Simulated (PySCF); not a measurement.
Compound: C6H11FO2Si.
Cartesian coordinates in Å at the GFN2-xTB level; atoms count from 1:
```
atom  x, y, z in Å
C1     3.2440    0.4838    0.6792
O2     1.8807    0.3437    0.3727
C3     1.5333   -0.9518   -0.0754
Si4   -0.3463   -0.8650   -0.3701
C5    -0.7852    0.6821   -1.4001
O6    -2.1796    0.9635   -1.4201
C7    -2.9252    0.7564   -0.3146
C8    -2.6183    0.1988    0.8509
C9    -1.2976   -0.3957    1.2264
F10   -1.5155   -1.5084    2.0405
H11    3.8689    0.2615   -0.1948
H12    3.3964    1.5181    0.9820
H13    3.5363   -0.1848    1.4983
H14    1.7950   -1.7044    0.6785
H15    2.0904   -1.2038   -0.9866
H16   -0.8836   -2.1047   -0.9427
H17   -0.2583    1.5553   -0.9926
H18   -0.5056    0.5948   -2.4512
H19   -3.9215    1.1435   -0.4882
H20   -3.3891    0.1331    1.6029
H21   -0.7280    0.3011    1.8592
```

Definitions: NICS(0) = −σiso at the ring centroid; NICS(1) = −σiso and NICS(1)zz = −σzz at ±1 Å along the ring normal z. Level: GIAO PBE0/pcSseg-1 (PySCF, non-relativistic, gas phase) on the GFN2-xTB geometry, one conformer.

Ring bond lengths (Å), with Mayer bond orders in brackets: Si4–C5 1.910 (0.92), C5–O6 1.423 (0.85), O6–C7 1.349 (1.06), C7–C8 1.328 (1.80), C8–C9 1.496 (1.04), C9–Si4 1.917 (0.87).

Q: Give the NICS values of each ring in ppm.

A: 
```tsv
ring	type	NICS(0)	NICS(1), two faces	NICS(1)zz, two faces	rms pucker (Å)	centre to ring atoms, mean (Å)
Si4–C5–O6–C7–C8–C9	6-membered ring with O and Si; formal bonds 1 double, 5 single	-1.1	-1.3 / -2.0	3.0 / 2.2	0.22	1.53
```

Q: What do they say, and how far can they be read as aromaticity?

A: 
- Si4–C5–O6–C7–C8–C9: mean NICS(1)zz 2.6 ppm, near zero. Si4, C5, C9 have four or more neighbours, and the NICS criterion for π rings isn't applied.

Q: Give the inner angles of the rings and the Hirshfeld charges of the ring atoms.

A: 
- Si4–C5–O6–C7–C8–C9: Si4 97.9° (+0.357 e), C5 113.1° (-0.084 e), O6 120.0° (-0.113 e), C7 131.0° (+0.022 e), C8 126.2° (-0.108 e), C9 109.0° (-0.033 e); sum 697.2° against 720° for a flat convex ring.
